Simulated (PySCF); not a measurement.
All values below come from M06-2X/def2-TZVP // B3LYP-D3(BJ)/def2-SVP in PySCF. Gas-phase values, no solvent. One relaxed conformer stands for a flexible species; it need not be the lowest. Delta-SCF ions had no search for a lower state. Excitations are Tamm–Dancoff values on a coarser integration grid. The basis has no diffuse functions, so Rydberg states are missing or too high.

Reference species (SMILES): `C[SiH2][GeH2][CH3]` (C–Si–Ge–C torsion 179°) (neutral, multiplicity 1).

```
Property                                       Value
-------------------------------------------  -------
vertical ionisation energy (Delta-SCF)       9.62 eV
brightest of the four lowest singlets (TDA)  7.95 eV
S1 oscillator strength                         0.051
```

Changed species: `C[SiH2][GeH2][SiH2][GeH2][CH3]` (n = 2; the reference has n = 1).

Problem. What does the change do to the vertical ionisation energy (Delta-SCF), brightest of the four lowest singlets (TDA) and S1 oscillator strength?

Solution. the vertical ionisation energy (Delta-SCF) decreases by 0.80 eV, to 8.82 eV; the brightest of the four lowest singlets (TDA) drops by 1.70 eV, to 6.25 eV; the S1 oscillator strength increases by 0.842, to 0.893.
